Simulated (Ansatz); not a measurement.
`c1ccc(-c2ccc(-c3ccccc3)cc2)cc1` with charge -1. The state is a doublet with charge -1. Geometry r2SCAN-D4/def2-SVP, that of the neutral singlet; atoms count from 1.

Cartesian coordinates in Å:
```
C 3.6857 3.9852 -1.8352
C 4.0353 2.6316 -1.8717
C 3.1381 1.6607 -1.4239
C 1.8690 2.0208 -0.9304
C 0.9171 0.9915 -0.4566
C 1.3655 -0.1670 0.2054
C 0.4693 -1.1343 0.6541
C -0.9171 -0.9915 0.4566
C -1.8690 -2.0207 0.9305
C -3.0330 -2.3227 0.1973
C -3.9301 -3.2942 0.6440
C -3.6857 -3.9853 1.8350
C -2.5347 -3.6957 2.5747
C -1.6362 -2.7258 2.1274
C -1.3652 0.1655 -0.2081
C -0.4695 1.1356 -0.6515
C 1.5311 3.3878 -0.9007
C 2.4295 4.3584 -1.3467
H 4.3892 4.7460 -2.1856
H 5.0114 2.3277 -2.2618
H 3.4109 0.6028 -1.4841
H 2.4355 -0.3018 0.3886
H 0.8523 -2.0298 1.1519
H -3.2194 -1.8088 -0.7505
H -4.8221 -3.5203 0.0520
H -4.3893 -4.7460 2.1854
H -2.3392 -4.2227 3.5136
H -0.7536 -2.4874 2.7284
H -2.4377 0.3157 -0.3625
H -0.8501 2.0159 -1.1776
H 0.5622 3.6930 -0.4945
H 2.1499 5.4154 -1.3034
```

Single mean-field runs in def2-TZVP are fitted with def2-universal-jkfit. The highest occupied level of the charge -1 doublet lies above zero (up to 1.13 eV). Energy differences disagree on whether the electron is bound (positive means bound): 0.15 eV (vertical, against the charge 0 singlet, at PBE0-D4/def2-TZVP), but -0.15 eV at LC-ωPBE (ω = 0.20 bohr⁻¹)/def2-SVP.

(1) Estimate the Mulliken populations of the heavy atoms from the PBE0/def2-TZVP orbitals of Ansatz.

(2) Where does the spin sit?

(3) And the Mayer bond orders between heavy atoms (over 0.3)?

Answers

(1) 
```tsv
atom	charge (e)	spin (α − β)
C1	-0.17	0.17
C2	-0.12	-0.04
C3	-0.24	0.09
C4	0.14	0.03
C5	0.18	0.15
C6	-0.24	0.04
C7	-0.24	0.04
C8	0.18	0.15
C9	0.14	0.03
C10	-0.24	0.09
C11	-0.12	-0.04
C12	-0.17	0.17
C13	-0.12	-0.04
C14	-0.24	0.09
C15	-0.24	0.04
C16	-0.24	0.04
C17	-0.24	0.09
C18	-0.12	-0.04
```
Mulliken values depend strongly on the basis.

(2) Summed by element: C 1.05, H -0.05, of 1 unpaired in all. Largest on single atoms: C12 0.17, C1 0.17, C5 0.15.

(3) C1–C2 1.36 (1.40 Å); C1–C18 1.36 (1.40 Å); C2–C3 1.50 (1.40 Å); C3–C4 1.32 (1.41 Å); C4–C5 0.98 (1.48 Å); C4–C17 1.32 (1.41 Å); C5–C6 1.28 (1.41 Å); C5–C16 1.28 (1.41 Å); C6–C7 1.53 (1.39 Å); C7–C8 1.28 (1.41 Å); C8–C9 0.98 (1.48 Å); C8–C15 1.28 (1.41 Å); C9–C10 1.32 (1.41 Å); C9–C14 1.32 (1.41 Å); C10–C11 1.50 (1.40 Å); C11–C12 1.36 (1.40 Å); C12–C13 1.36 (1.40 Å); C13–C14 1.50 (1.40 Å); C15–C16 1.53 (1.39 Å); C17–C18 1.50 (1.40 Å).
